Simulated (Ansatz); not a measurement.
Start from `[SiH3][SiH2][CH2][GaH2]` and change one atom or group to get `[SiH3][SiH2]CCl`.

Ansatz, PBE0-D4/def2-TZVP geometries, multiplicity 1. Each molecule was computed in one conformer, which needn't be the lowest.

Scalar relativity is left out up to krypton.

```
                               property  `[SiH3][SiH2][CH2][GaH2]`
    LUMO energy (B3LYP/def2-TZVPP) / eV                      -1.87
  HOMO energy (ωB97M-V/def2-TZVPP) / eV                      -9.56
    HOMO–LUMO gap (PBE/def2-TZVPP) / eV                       4.07
     HOMO energy (PBE0/def2-TZVPP) / eV                      -7.54
HOMO–LUMO gap (ωB97M-V/def2-TZVPP) / eV                       9.62
  LUMO energy (ωB97M-V/def2-TZVPP) / eV                       0.06
```

Question: What does the change do to each property? (An estimate is asked.)

Answer: Ansatz gave: 
| property | `[SiH3][SiH2]CCl` | shift |
| --- | --- | --- |
| LUMO energy (B3LYP/def2-TZVPP) / eV | -0.65 | 1.22 |
| HOMO energy (ωB97M-V/def2-TZVPP) / eV | -10.01 | -0.45 |
| HOMO–LUMO gap (PBE/def2-TZVPP) / eV | 5.30 | 1.23 |
| HOMO energy (PBE0/def2-TZVPP) / eV | -7.90 | -0.36 |
| HOMO–LUMO gap (ωB97M-V/def2-TZVPP) / eV | 11.34 | 1.72 |
| LUMO energy (ωB97M-V/def2-TZVPP) / eV | 1.33 | 1.27 |

With PBE0 the HOMO falls by 0.36 eV and the LUMO rises by 1.13 eV, so the gap widens by about 1.49 eV. PBE moves the HOMO by -0.18 eV and ωB97M-V by -0.45 eV.

B3LYP here is the variant with VWN-RPA as its local correlation; programs differ in this.
